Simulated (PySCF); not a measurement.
**Computed structure and properties of [Pb(CH3)]+**

System: [Pb(CH3)]+ (singlet); start: template (C3v). Method: PySCF 2.14.0, RKS B3LYP, Pb def2-SVP with ECP60, C def2-SVP, H def2-SVP; non-relativistic Hamiltonian with scalar-relativistic core potentials where named; density fitting; no spin-orbit coupling.

Input of the relaxation:

```python
mol = gto.M(atom='''
Pb    -0.00000    -0.00000    -0.16813
C      0.00001     0.00001     2.25437
H     -1.02766     0.00001     2.61768
H      0.51384    -0.88999     2.61767
H      0.51386     0.89000     2.61767''',
    basis={'Pb': 'def2-SVP', 'C': 'def2-SVP', 'H': 'def2-SVP'},
    ecp={'Pb': 'def2-SVP'},
    charge=1, spin=0)
mf = dft.RKS(mol, xc='B3LYP')
mf.grids.atom_grid = (50, 194)
mf = mf.density_fit()  # fitting sets: Pb def2-universal-JKFIT, C def2-universal-JKFIT, H def2-universal-JKFIT
mf.conv_tol = 1e-08; mf.max_cycle = 55
mf.kernel(dm0)  # dm0: converged density of the start geometry
# quasi-Newton relaxation in Cartesian coordinates to a largest gradient under 0.00045 Eh/bohr, steps kept in the point group
```

Run from Python with OMP_NUM_THREADS=2; the lines above give its settings. Where DIIS fails, smearing, a level shift and second-order steps follow.
It took 4.5 s on 2 threads of Intel(R) Xeon(R) Platinum 8488C (Sapphire Rapids) (shared host), from the converged density of the start.

Course of the relaxation:

| step | energy above end (eV) | largest force component within the symmetry (eV/Å) |
| --- | --- | --- |
| 0 | 0.1234 | 1.353 |
| 1 | 0.0338 | 0.765 |
| 2 | 0.0038 | 0.372 |
| 3 | 0.0001 | 0.050 |
| 4 | 0.0000 | 0.006 |

Relaxed geometry (C3v):

```xyz
5

Pb    0.0000    0.0000   -0.0458
C     0.0000    0.0000    2.2142
H    -1.0384    0.0000    2.5903
H     0.5192   -0.8993    2.5903
H     0.5192    0.8993    2.5903
```

```json
{"contact": "Pb1–C2 (CH3)", "Å": "2.260"}
```

On the finer grid (75, 302):

| Item | Value |
| --- | --- |
| HOMO | -12.38 eV |
| LUMO | -8.81 eV |
| Dipole about the centre of mass | 0.66 D |
| Set of Mulliken populations of Pb1 outside the core potential | s 3.96, p 6.96, d 10.05 |
| D3(BJ) dispersion energy (not in the energies) | -0.145 eV |

| atom | Mulliken (e) | Löwdin (e) | spin (e) |
| --- | --- | --- | --- |
| Pb1 | 1.02 | 1.07 | 0.00 |
| C2 | -0.37 | -0.27 | 0.00 |
| H3 | 0.11 | 0.07 | 0.00 |
| H4 | 0.11 | 0.07 | 0.00 |
| H5 | 0.11 | 0.07 | 0.00 |

On the grid (50, 194), as all that follows. Harmonic modes: a minimum; lowest 462 cm⁻¹ (negative: unstable), highest 3112 cm⁻¹, zero-point energy 0.916 eV.

Taking off one CH3 (charge -1, singlet; the rest: singlet) in vacuum, both parts rigid, costs 17.31 eV; the small basis without counterpoise inflates it. Most of it is the attraction of opposite charges; other ways to part are cheaper, and one spin state was tried for the rest.

Rigid scan of CH3 along the line from its metal:

| distance to C2 (Å) | energy (eV) |
| --- | --- |
| 1.96 | 0.763 |
| 2.06 | 0.292 |
| 2.16 | 0.063 |
| 2.26 | 0.000 |
| 2.36 | 0.049 |
| 2.46 | 0.172 |
| 2.66 | 0.541 |
| 2.96 | 1.199 |
| 3.36 | 2.016 |
| 3.86 | 2.796 |

One start shape was tried, so this needn't be the lowest isomer.
